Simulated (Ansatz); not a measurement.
Level of theory: frozen-core CCSD(T)/cc-pVTZ // PBE0-D4/def2-TZVP in Ansatz (an electronic-structure program).

Ansatz 0.2 input:
```yaml
crystal:
  periodic: [false, false, false]
  atoms:
    - { symbol: C, position_ang: [-1.41195, -0.493451, 0.194445] }
    - { symbol: N, position_ang: [-0.255809, -0.680793, 0.65527] }
    - { symbol: C, position_ang: [0.715252, 0.301875, 0.464861] }
    - { symbol: O, position_ang: [0.678622, 1.410797, 0.923918] }
    - { symbol: O, position_ang: [1.740455, -0.188965, -0.240024] }
    - { symbol: H, position_ang: [-2.183567, -1.234983, 0.394911] }
    - { symbol: H, position_ang: [-1.688699, 0.383441, -0.399126] }
    - { symbol: H, position_ang: [2.39649, 0.51871, -0.293136] }
basis:
  gaussian: { orbitals: cc-pVTZ }
correlation:
  method: ccsd_t
```

Output:

```
Functional definition: HF
1143 factors; integrals over basis functions are off by at most 7.2e-4 eV
mean field evaluation 1: about -7662.6984 eV, gradient 4.6e1 eV
mean field evaluation 2: about -7662.9948 eV, gradient 4.6e1 eV
mean field evaluation 4: about -7666.9895 eV, gradient 4.2e0 eV
mean field evaluation 8: about -7667.0564 eV, gradient 5.3e-1 eV
mean field evaluation 16: about -7667.0584 eV, gradient 2.3e-6 eV
mean field -7667.05837897 eV, -281.7591985084 hartree, gradient 2.3e-6 eV, S^2 0.000000; 0 other end points of the search recorded, 0 dependent functions left out
5 core orbitals not correlated
reference -7667.05837897 eV, -281.7591985084 hartree; 14, 14 occupied and 173, 173 virtual orbitals, 1143 factors
second order -26.49411302 eV of doubles, -0.00000000 eV of singles
cycle   1  -25.94494596 eV  change    5.5e-1 eV  update   1.2e-1
cycle   2  -26.64368839 eV  change   -7.0e-1 eV  update   3.9e-2
cycle   3  -26.81556180 eV  change   -1.7e-1 eV  update   2.1e-2
cycle   4  -26.79461405 eV  change    2.1e-2 eV  update   5.7e-3
cycle   5  -26.79055515 eV  change    4.1e-3 eV  update   3.0e-3
cycle   6  -26.79317319 eV  change   -2.6e-3 eV  update   1.1e-3
cycle   7  -26.79287423 eV  change    3.0e-4 eV  update   6.4e-4
cycle   8  -26.79244872 eV  change    4.3e-4 eV  update   2.8e-4
cycle   9  -26.79262837 eV  change   -1.8e-4 eV  update   1.4e-4
cycle  10  -26.79264893 eV  change   -2.1e-5 eV  update   4.9e-5
cycle  11  -26.79262248 eV  change    2.6e-5 eV  update   2.2e-5
perturbative correction -1.20319219 eV, -0.0442164976 hartree
Total energy: -7695.05419365 eV, -282.7880257215 hartree
```

Cost: about 2.4 core-minutes (a rough figure).
